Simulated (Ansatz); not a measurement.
Basis-set series for C2H5As (`C1C[AsH]1`). Charge 0, multiplicity 1. Geometry: relaxed with PBE0-D4/def2-TZVP.

```xyz
8

C    -0.6253   -0.4884   -0.2456
C     0.4877   -0.1408    0.6574
As    0.7886    0.5512   -1.1844
H    -1.5745    0.0159   -0.1193
H    -0.7053   -1.5142   -0.5855
H     1.1777   -0.9261    0.9430
H     0.3235    0.6091    1.4202
H     0.1275    1.8933   -0.8858
```

```json
{"functional": "PBE0-D4", "basis": "def2-TZVPP", "functions": "180", "energy (Eh)": "-2314.73024", "HOMO (eV)": "-7.04", "LUMO (eV)": "0.26"}
{"functional": "PBE0-D4", "basis": "def2-QZVPP", "functions": "353", "energy (Eh)": "-2314.78295", "HOMO (eV)": "-7.06", "LUMO (eV)": "0.04"}
{"functional": "ωB97M-V", "basis": "def2-TZVPP", "functions": "180", "energy (Eh)": "-2314.92073", "HOMO (eV)": "-9.12", "LUMO (eV)": "2.15"}
{"functional": "ωB97M-V", "basis": "def2-QZVPP", "functions": "353", "energy (Eh)": "-2314.97213", "HOMO (eV)": "-9.14", "LUMO (eV)": "1.65"}
```

(1) Give the rows for def2-SVP. (Estimate.)

Answers

(1) Computed: 
```csv
functional,basis,functions,energy (Eh),HOMO (eV),LUMO (eV)
PBE0-D4,def2-SVP,85,-2314.36603,-7.04,0.45
ωB97M-V,def2-SVP,85,-2314.55205,-9.11,2.47
```

Positive LUMOs are unbound and depend on the basis. Scalar relativity is left out up to krypton.
